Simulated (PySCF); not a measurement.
C₂H₇GaO. Atoms are numbered in the order given.

```xyz
11

Ga    -0.1236    -1.0885     0.0000
H      0.7343    -2.3882     0.0000
H     -1.6807    -0.9465     0.0000
O      0.9207     0.3627     0.0000
C      0.6396     1.7454     0.0000
C     -0.8380     2.1131     0.0000
H      1.1293     2.1922     0.8859
H      1.1293     2.1922    -0.8859
H     -1.3503     1.7161     0.8919
H     -0.9565     3.2087     0.0000
H     -1.3503     1.7161    -0.8919
```
Charge 0, spin multiplicity 1.

Geometry optimised at TPSSh-D3(BJ)/def2-SVP. One conformer was computed; it need not be the lowest.

All values below come from TDDFT-PBE/def2-SVPD in PySCF.

Vertical excitations. Gas-phase values at a fixed geometry. State labels are in the subgroup Cs.

Computed UV-visible absorptions:
```
state  symmetry  energy (eV)  λ (nm)      f          main pairs
-----  --------  -----------  ------  -----  ------------------
S1           A"         4.56     272  0.000   HOMO−1→LUMO 100 %
S2           A'         4.98     249  0.089      HOMO→LUMO 95 %
S3           A"         5.80     214  0.001   HOMO−2→LUMO 100 %
S4           A"         6.09     204  0.009    HOMO→LUMO+1 99 %
S5           A"         6.32     196  0.006   HOMO→LUMO+2 100 %
S6           A'         6.33     196  0.075  HOMO−1→LUMO+1 85 %
S7           A'         6.39     194  0.002  HOMO−1→LUMO+2 91 %
S8           A"         6.91     179  0.002    HOMO→LUMO+3 99 %
S9           A'         6.99     177  0.007  HOMO−1→LUMO+3 85 %
S10          A"         7.01     177  0.003    HOMO−4→LUMO 96 %
T1           A'         4.13     301      0      HOMO→LUMO 99 %
T2           A"         4.34     286      0    HOMO−1→LUMO 99 %
T3           A"         5.37     231      0    HOMO−2→LUMO 99 %
T4           A'         5.74     216      0  HOMO−1→LUMO+1 97 %
```
Triplets are in the Tamm–Dancoff approximation, which puts them higher than full response would, so one can lie above its singlet here.
